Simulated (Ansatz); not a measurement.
`[OH][Ge][F]` and `[F][Ge][Cl]` differ in one atom or group.

Ansatz, PBE0-D4/def2-TZVP geometries, multiplicity 1. Each molecule was computed in one conformer, which needn't be the lowest.

Scalar relativity is left out up to krypton.

```
                                                                                  property  `[OH][Ge][F]`
                                                   HOMO–LUMO gap (ωB97M-V/def2-TZVPP) / eV          10.58
                                                      HOMO–LUMO gap (PBE0/def2-TZVPP) / eV           6.32
ideal-gas entropy at 298 K and 1 bar (rigid rotor, harmonic PBE0-D4/def2-TZVP) / J/(mol·K)            280
                                                        LUMO energy (PBE0/def2-TZVPP) / eV          -2.04
                                                     HOMO energy (ωB97M-V/def2-TZVPP) / eV         -10.61
                                            zero-point energy (PBE0-D4/def2-TZVP) / kJ/mol           40.5
```

(1) What does the change do to each property? (Best estimate.)

Results:

(1) The calculation gave: 
| property | `[F][Ge][Cl]` | shift |
| --- | --- | --- |
| HOMO–LUMO gap (ωB97M-V/def2-TZVPP) / eV | 9.72 | -0.86 |
| HOMO–LUMO gap (PBE0/def2-TZVPP) / eV | 5.59 | -0.73 |
| ideal-gas entropy at 298 K and 1 bar (rigid rotor, harmonic PBE0-D4/def2-TZVP) / J/(mol·K) | 289 | 9 |
| LUMO energy (PBE0/def2-TZVPP) / eV | -2.84 | -0.80 |
| HOMO energy (ωB97M-V/def2-TZVPP) / eV | -10.56 | 0.05 |
| zero-point energy (PBE0-D4/def2-TZVP) / kJ/mol | 7.7 | -32.8 |

With PBE0 the HOMO falls by 0.08 eV and the LUMO falls by 0.80 eV, so the gap narrows by about 0.72 eV. PBE moves the HOMO by -0.15 eV and ωB97M-V by 0.05 eV. The zero-point energy changes by -32.8 kJ/mol with -3 modes.
